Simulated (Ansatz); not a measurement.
Compare A (`CN1C[SiH]1F`) with its isomer B (`C=C(F)[SiH2]N`).

Calculated with Ansatz (gas phase, PBE0-D4/def2-TZVP geometries, no zero-point term in ΔE). CCSD(T)/CBS is the MP2 limit (def2-TZVPP, def2-QZVPP) plus CCSD(T) − MP2 in def2-TZVPP, frozen cores. DFT in def2-TZVPP. B3LYP here is the variant with VWN-RPA as its local correlation; programs differ in this. Each species was taken in one conformer, which may not be the lowest.

A:

```xyz
11

C     1.189   -0.118    1.039
N     0.235   -0.144   -0.020
C    -1.246   -0.139    0.126
Si   -0.450    0.279   -1.464
F    -0.381   -0.714   -2.706
H     2.193    0.004    0.629
H     1.171   -1.050    1.616
H     1.002    0.711    1.735
H    -1.704   -1.111    0.314
H    -1.657    0.647    0.768
H    -0.352    1.635   -2.037
```

B:

```xyz
11

C    -0.375   -1.588    1.264
C    -0.679   -0.470    0.623
F    -1.987   -0.177    0.406
Si    0.533    0.803   -0.050
N     0.448    1.079   -1.737
H     0.665   -1.833    1.438
H    -1.137   -2.269    1.627
H     0.251    2.103    0.607
H     1.870    0.273    0.319
H    -0.214    1.742   -2.103
H     0.623    0.337   -2.394
```

(1) Which is lower in electronic energy at CCSD(T)/CBS, and by how much? (Best estimate.)

(2) Give E(B) − E(A) in kcal/mol with r2SCAN-D4, B2PLYP, ωB97M-V, MP2/def2-TZVPP, B3LYP-D4, CCSD(T)/def2-TZVPP, CCSD/def2-TZVPP. (An estimate is asked.)

Largest T1 diagnostic: 0.012.

Answers

(1) The calculation gave: A, by 15.5 kcal/mol.

(2) The calculation gave: r2SCAN-D4 16.3, B2PLYP 15.2, ωB97M-V 15.4, MP2/def2-TZVPP 19.0, B3LYP-D4 13.7, CCSD(T)/def2-TZVPP 15.2, CCSD/def2-TZVPP 15.4. None reverses the order clearly.

In def2-TZVPP, CCSD(T) changes the Hartree–Fock value by +3.9 kcal/mol (the triples alone add −0.2 kcal/mol) and MP2 by +7.7 kcal/mol. From PBE to PBE0 (25 % exact exchange), in def2-TZVPP and without D4, E(B) − E(A) moves by +1.4 kcal/mol.
